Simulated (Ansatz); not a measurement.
Basis-set extrapolation for C2H4FNOSi, SMILES `O[SiH]1CN=C1F` (PBE0-D4/def2-TZVP geometry, frozen core, Ansatz). Multiplicity 1, RHF reference.

|  | def2-TZVPP | def2-QZVPP |
| --- | --- | --- |
| HF | -595.895210 | -595.918342 |
| MP2 correlation | -1.115492 | -1.202701 |
| CCSD(T) correlation | -1.186376 | not run |

Energies in hartree. Use E(X) = E(∞) + A·exp(−7.88·√X) for Hartree–Fock and E(X) = E(∞) + B·X^(−2.97) for correlation, with X = 3 and 4, and add CCSD(T) minus MP2 of the smaller set to the MP2 limit.

Q: What is the CCSD(T) energy at the basis-set limit?

A: HF limit: -595.918342 + (-0.023132) × 0.13774 = -595.92153. MP2 limit: -1.202701 + (-0.087209) × 0.74074 = -1.26730. Higher-order term: -1.186376 − (-1.115492) = -0.07088. Total: -597.25971 hartree, 4.85 eV below CCSD(T)/def2-TZVPP.
